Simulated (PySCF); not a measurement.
## S (sulfur, neutral) across methods

[Ne] 3s2 3p4, high-spin 3P determinant. All numbers are calculated (PySCF 2.14, the spin-free X2C one-electron Hamiltonian (Gaussian nucleus), in aug-cc-pCVTZ-DK).

```json
{"method": "r2SCAN", "E (hartree)": "-399.1801", "mean ε 3s β (eV)": "-16.022", "mean ε 3p α (eV)": "-8.129", "mean ε 3p β (eV)": "-6.406", "Σ⟨r²⟩ (bohr²)": "29.00", "⟨S²⟩": "2.008"}
{"method": "PBE", "E (hartree)": "-399.0409", "mean ε 3s β (eV)": "-15.940", "mean ε 3p α (eV)": "-7.695", "mean ε 3p β (eV)": "-6.147", "Σ⟨r²⟩ (bohr²)": "29.24", "⟨S²⟩": "2.004"}
{"method": "LDA", "E (hartree)": "-397.8163", "mean ε 3s β (eV)": "-16.171", "mean ε 3p α (eV)": "-7.739", "mean ε 3p β (eV)": "-6.161", "Σ⟨r²⟩ (bohr²)": "29.36", "⟨S²⟩": "2.003"}
{"method": "r2SCAN0", "E (hartree)": "-399.1778", "mean ε 3s β (eV)": "-17.562", "mean ε 3p α (eV)": "-9.391", "mean ε 3p β (eV)": "-7.590", "Σ⟨r²⟩ (bohr²)": "28.94", "⟨S²⟩": "2.008"}
{"method": "PBE0", "E (hartree)": "-399.0720", "mean ε 3s β (eV)": "-17.555", "mean ε 3p α (eV)": "-9.095", "mean ε 3p β (eV)": "-7.409", "Σ⟨r²⟩ (bohr²)": "29.03", "⟨S²⟩": "2.005"}
{"method": "HSE06", "E (hartree)": "-399.0905", "mean ε 3s β (eV)": "-17.155", "mean ε 3p α (eV)": "-8.679", "mean ε 3p β (eV)": "-7.006", "Σ⟨r²⟩ (bohr²)": "29.03", "⟨S²⟩": "2.005"}
{"method": "UHF", "E (hartree)": "-398.59101", "mean ε 3s β (eV)": "-21.192", "mean ε 3p α (eV)": "-12.593", "mean ε 3p β (eV)": "-10.313", "Σ⟨r²⟩ (bohr²)": "29.16", "⟨S²⟩": "2.013"}
{"method": "MN15", "E (hartree)": "-399.2730", "mean ε 3s β (eV)": "-18.023", "mean ε 3p α (eV)": "-9.651", "mean ε 3p β (eV)": "-8.049", "Σ⟨r²⟩ (bohr²)": "29.01", "⟨S²⟩": "2.004"}
{"method": "BLYP", "E (hartree)": "-399.2218", "mean ε 3s β (eV)": "-15.936", "mean ε 3p α (eV)": "-7.452", "mean ε 3p β (eV)": "-6.055", "Σ⟨r²⟩ (bohr²)": "29.43", "⟨S²⟩": "2.004"}
```
